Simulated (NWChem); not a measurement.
All runs are NWChem calculations. System: Cl₂Te, charge 0, spin multiplicity 3, at the geometry of a parent with another charge or spin, in a state set for the comparison that need not be this species' ground state. Its SCF solution wasn't tested for a lower state. Level: UB3LYP/def2-SVP with def2 effective core potentials on Te, VWN1-RPA local correlation.

Input file:

```
start mol
memory heap 200 mb stack 900 mb global 1100 mb
geometry units angstroms nocenter noautoz
  Te     0.000000     0.000000    -0.598547
  Cl     1.810076     0.000000     0.915425
  Cl    -1.810076     0.000000     0.915425
  symmetry group C2v
end
basis spherical
  * library def2-svp
end
ecp
  Te library def2-ecp
end
dft
  xc b3lyp
  odft
  mult 3
  semidirect memsize 60000000 filesize 0
  iterations 100
end
task dft energy
```

Part of the output:

```
             Northwest Computational Chemistry Package (NWChem) 7.3.0
             --------------------------------------------------------

                                NWChem Input Module
                                -------------------

 Scaling coordinates for geometry "geometry" by  1.889725989
 (inverse scale =  0.529177249)

 Turning off AUTOSYM since
 SYMMETRY directive was detected!

                             Geometry "geometry" -> ""
                             -------------------------

 Output coordinates in angstroms (scale by  1.889725989 to convert to a.u.)

  No.       Tag          Charge          X              Y              Z
 ---- ---------------- ---------- -------------- -------------- --------------
    1 Te                  52.0000     0.00000000     0.00000000    -0.59854700
    2 Cl                  17.0000     1.81007600     0.00000000     0.91542500
    3 Cl                  17.0000    -1.81007600     0.00000000     0.91542500

 Effective nuclear repulsion energy (a.u.)     438.7188186758

            Nuclear Dipole moment (a.u.)
            ----------------------------
        X                 Y               Z
 ---------------- ---------------- ----------------
     0.0000000000     0.0000000000     0.0000113384

      Symmetry information
      --------------------

 Group name             C2v
 Group number             16
 Group order               4
 No. of unique centers     2

      Symmetry unique atoms

     1    2


 Summary of "ao basis" -> "" (spherical)
 ------------------------------------------------------------------------------
       Tag                 Description            Shells   Functions and Types
 ---------------- ------------------------------  ------  ---------------------
 *                          def2-svp                  on all atoms

                                 NWChem DFT Module
                                 -----------------

 Summary of "ao basis" -> "ao basis" (spherical)
 ------------------------------------------------------------------------------
       Tag                 Description            Shells   Functions and Types
[...]
    37      0.205746  2 Cl px                55      0.205746  3 Cl px
    30     -0.203588  2 Cl s                 48      0.203588  3 Cl s
     8     -0.199128  1 Te px                36      0.189218  2 Cl pz

 Vector   31  Occ=0.000000D+00  E=-7.780785D-02  Symmetry=a1
              MO Center=  3.0D-14, -4.4D-16, -8.8D-02, r^2= 3.9D+00
   Bfn.  Coefficient  Atom+Function         Bfn.  Coefficient  Atom+Function
  ----- ------------  ---------------      ----- ------------  ---------------
    16      0.638509  1 Te pz                13      0.489621  1 Te pz
     3      0.468561  1 Te s                 37      0.403807  2 Cl px
    55     -0.403807  3 Cl px                34      0.213147  2 Cl px
    52     -0.213147  3 Cl px                30     -0.192522  2 Cl s
    48     -0.192522  3 Cl s                 10     -0.185595  1 Te pz

   alpha - beta orbital overlaps
   -----------------------------

   alpha      1      2      3      4      5      6      7      8      9     10
    beta      1      2      3      4      5      6      7      8      9     10
 overlap   1.000  1.000  1.000  1.000  0.967  0.967  1.000  1.000  0.967  0.967

   alpha     11     12     13     14     15     16     17     18     19     20
    beta     11     12     13     14     15     17     16     18     19     20
 overlap   1.000  1.000  1.000  1.000  0.994  1.000  1.000  0.994  1.000  0.999

   alpha     21     22     23     24     25     26     27     28     29     30
    beta     21     22     23     24     25     27     26     28     29     31
 overlap   1.000  0.998  0.997  0.992  0.986  1.000  0.993  0.997  0.985  0.998

   alpha     31     32     33     34     35     36     37     38     39     40
    beta     30     32     33     34     37     35     36     38     39     40
 overlap   0.999  0.997  0.999  0.977  0.963  1.000  0.982  0.963  0.994  0.999

   alpha     41     42     43     44     45     46     47     48     49     50
    beta     41     42     43     45     44     47     46     49     48     50
 overlap   1.000  0.999  0.972  0.995  0.997  0.969  0.971  0.994  0.969  0.995

   alpha     51     52     53     54     55     56     57     58     59     60
    beta     51     52     53     54     55     56     57     58     59     60
 overlap   0.996  0.998  1.000  0.998  1.000  0.999  1.000  1.000  1.000  1.000

   alpha     61     62
    beta     61     62
 overlap   1.000  1.000

     --------------------------
     Expectation value of S2:
     --------------------------
      <S2> =      2.0034 (Exact =     2.0000)

 center of mass
 --------------
 x =   0.00000000 y =   0.00000000 z =  -0.12985478

 moments of inertia (a.u.)
 ------------------
         372.121078823311           0.000000000000           0.000000000000
           0.000000000000        1190.402399597062           0.000000000000
           0.000000000000           0.000000000000         818.281320773752

     Multipole analysis of the density
     ---------------------------------

     L   x y z        total         alpha         beta         nuclear
     -   - - -        -----         -----         ----         -------
     0   0 0 0     -0.000000    -30.000000    -28.000000     58.000000

     1   1 0 0      0.000000     -0.000000      0.000000      0.000000
     1   0 1 0     -0.000000     -0.000000     -0.000000      0.000000
     1   0 0 1     -0.930063    -15.983955    -16.616634     31.670526

     2   2 0 0    -40.477963   -224.799822   -213.483114    397.804974
     2   1 1 0      0.000000      0.000000     -0.000000      0.000000
     2   1 0 1     -0.000000      0.000000     -0.000000      0.000000
     2   0 2 0    -36.845271    -21.048496    -15.796775      0.000000
     2   0 1 1     -0.000000     -0.000000     -0.000000      0.000000
     2   0 0 2    -37.754614    -89.485326    -80.721149    132.451861

 Task  times  cpu:        1.7s     wall:        1.7s

 Total times  cpu:        1.7s     wall:        1.7s
```
